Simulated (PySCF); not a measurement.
# Te²⁺ (tellurium, charge +2) across methods

[Kr] 4d10 5s2 5p2, high-spin 3P determinant. Calculation: PySCF 2.14, in aug-cc-pVTZ-DK3 (8s7p5d2f, 68 functions); scalar relativity by spin-free X2C-1e.

| method | E (hartree) | mean ε 5s α (eV) | mean ε 5s β (eV) | mean ε 5p α (eV) | Σ⟨r²⟩ (bohr²) | ⟨S²⟩ |
| --- | --- | --- | --- | --- | --- | --- |
| BP86 | -6793.21 | -33.459 | -31.944 | -23.058 | 40.01 | 2.001 |
| PBE | -6792.02 | -33.321 | -31.715 | -22.967 | 40.11 | 2.001 |
| PBE0 | -6792.09 | -35.122 | -32.741 | -24.255 | 40.11 | 2.002 |
| M06-L | -6792.32 | -33.318 | -31.580 | -22.842 | 40.09 | 2.002 |
| UHF | -6789.63466 | -39.560 | -34.540 | -27.336 | 40.54 | 2.008 |
| PW91 | -6792.98 | -33.416 | -31.816 | -23.032 | 40.09 | 2.001 |
| MN15 | -6797.19 | -35.995 | -33.699 | -25.053 | 39.91 | 2.003 |
| r2SCAN | -6792.44 | -33.922 | -31.720 | -23.396 | 40.07 | 2.004 |

(1) Estimate the same row for LDA.

Answers

(1) E (hartree) = -6786.05; mean ε 5s α (eV) = -33.592; mean ε 5s β (eV) = -32.211; mean ε 5p α (eV) = -23.059; Σ⟨r²⟩ (bohr²) = 40.02; ⟨S²⟩ = 2.001.
